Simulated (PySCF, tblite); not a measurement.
Isomers of C3H17NSi4. Level: GFN2-xTB in tblite, geometry and Hessian alike; calculated harmonic values, unscaled, isolated species. Errors from tens to a few hundred cm⁻¹ against measured bands are possible. Modes of hydrogen on silicon can be 10 to 20 % off. One conformer each.

Electronic energies: PBE0/pcSseg-1 single points on the GFN2-xTB geometries (PySCF, gas phase).

```tsv
SMILES	electronic energy, lowest = 0 (kJ/mol)
CC[Si]([SiH3])([SiH3])CN[SiH3]	161.2
C[SiH2][Si]([SiH3])([SiH3])N(C)C	158.8
C[SiH2]C[Si@@H](N[SiH3])[SiH2]C	0.0
```

Question: How do GFN2-xTB zero-point energies change the relative energies?

Answer: 
```
                          SMILES  ZPE (kJ/mol)  of it from modes above 1550 cm⁻¹  electronic (kJ/mol)  with ZPE, lowest = 0 (kJ/mol)  lowest mode (cm⁻¹)  rings
 C[SiH2]C[Si@@H](N[SiH3])[SiH2]C         473.9                             269.7                  0.0                            0.0                 17i      0
C[SiH2][Si]([SiH3])([SiH3])N(C)C         477.8                             265.3                158.8                          162.6                  28      0
  CC[Si]([SiH3])([SiH3])CN[SiH3]         472.9                             264.4                161.2                          160.2                  23      0
```

The zero-point energies span 4.9 kJ/mol, from `CC[Si]([SiH3])([SiH3])CN[SiH3]` to `C[SiH2][Si]([SiH3])([SiH3])N(C)C`. Slightly imaginary modes are left out of the zero-point energy: `C[SiH2]C[Si@@H](N[SiH3])[SiH2]C` 17.2i cm⁻¹. The lowest isomer stays, but the order above it changes.

Question: And how do the electronic energies of GFN2-xTB itself compare?

Answer: `C[SiH2]C[Si@@H](N[SiH3])[SiH2]C` 0.0; `C[SiH2][Si]([SiH3])([SiH3])N(C)C` 102.6; `CC[Si]([SiH3])([SiH3])CN[SiH3]` 84.4 kJ/mol, lowest = 0. Against the energies above, taken from the same isomer `C[SiH2]C[Si@@H](N[SiH3])[SiH2]C`, the largest difference is 76.8 kJ/mol.
